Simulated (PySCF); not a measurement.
Structure problem from calculated spectra and properties.

Elements present: C, F, H and O. Monoisotopic mass: 138.0117 u.

* UV, strongest line: among the 6 lowest singlet transitions: S4 at 5.00 eV (248 nm, f = 0.144) [TDDFT PBE0/def2-SVPD]
* Triplet: lowest triplet excitation (Tamm–Dancoff): 3.40 eV [TDA PBE0/def2-SVPD]
* NMR, other nuclei: isotropic shieldings of nuclei other than C and H, by class: -194 (1 O), 117 (1 O), 335 (1 F) ppm [GIAO PBE0/pcSseg-1]
* Rotational structure: rotational constants A, B, C: 2.352, 1.172, 0.782 GHz [GFN2-xTB]
* Polarisability: 87.7 au [PBE0/def2-SVPD]
* 1H NMR: chemical shifts (computed TMS as zero) by class: 8.10 (1 H), 8.04 (1 H), 3.13 (1 H) ppm [GIAO PBE0/pcSseg-1]
* UV, first state: lowest singlet excitation: 4.12 eV (301 nm, f = 0.000) [TDDFT PBE0/def2-SVPD]
* 13C NMR: chemical shifts (computed TMS as zero) by class: 170.6 (1 C), 165.6 (1 C), 164.5 (1 C), 148.6 (1 C), 124.2 (1 C), 99.1 (1 C), 77.4 (1 C) ppm [GIAO PBE0/pcSseg-1]

Electronic properties: PySCF, gas phase, density fitting. Levels stand in brackets. Geometry: GFN2-xTB; no solvent, vibrations or thermal averaging. NMR values are class means; diastereotopic atoms form classes of their own.

**Question.** Which formula fits the mass and the elements?

**Answer.** C7H3FO2 (calculated 138.0117). No other formula that holds each of these elements comes within 0.0003 u with a fitting electron parity and a possible valence count.

**Question.** Give a SMILES that accounts for the data.

**Answer.** Numbering: `[CH:1]#[C:2][c:3]1[cH:4][o:5][cH:6][c:7]([F:8])[c:9]1=[O:10]`. Its formula, C7H3FO2, gives 6 degrees of unsaturation: 1 ring and 5 π bonds in the structure found (Kekulé form). 7 carbons fall into 7 classes; from least to most shielded: ring carbonyl carbon [C9] (170.6 ppm), unsaturated ring carbon [C7] (165.6 ppm), unsaturated ring CH carbon [C4] (164.5 ppm), unsaturated ring CH carbon [C6] (148.6 ppm), unsaturated ring carbon [C3] (124.2 ppm), terminal alkyne carbon [C1] (99.1 ppm), alkyne carbon [C2] (77.4 ppm). Hydrogen classes from least to most shielded: 1 H on an unsaturated ring CH carbon, C6 (8.10 ppm), 1 H on an unsaturated ring CH carbon, C4 (8.04 ppm), 1 H on a terminal alkyne carbon, C1 (3.13 ppm). The other shieldings belong to: -194 ppm, carbonyl oxygen [O10]; 117 ppm, ring oxygen [O5]; 335 ppm, fluorine bonded to C [F8]. S1 is mainly HOMO−1→LUMO (weight 0.89); the largest Löwdin shares of the orbital it empties are 0.64 on the carbonyl oxygen, 0.12 on the ring carbonyl carbon, 0.08 on an unsaturated ring carbon and 0.07 on an unsaturated ring carbon, of the orbital it fills 0.21 on an unsaturated ring CH carbon, 0.18 on the carbonyl oxygen, 0.16 on the ring carbonyl carbon and 0.14 on the ring oxygen. The optimised geometry has point group Cs and is an asymmetric top. Structure: `o1cc(c(=O)c(c1)F)C#C`. The assignments are read from this structure; whether some other isomer fits the data as well wasn't checked.
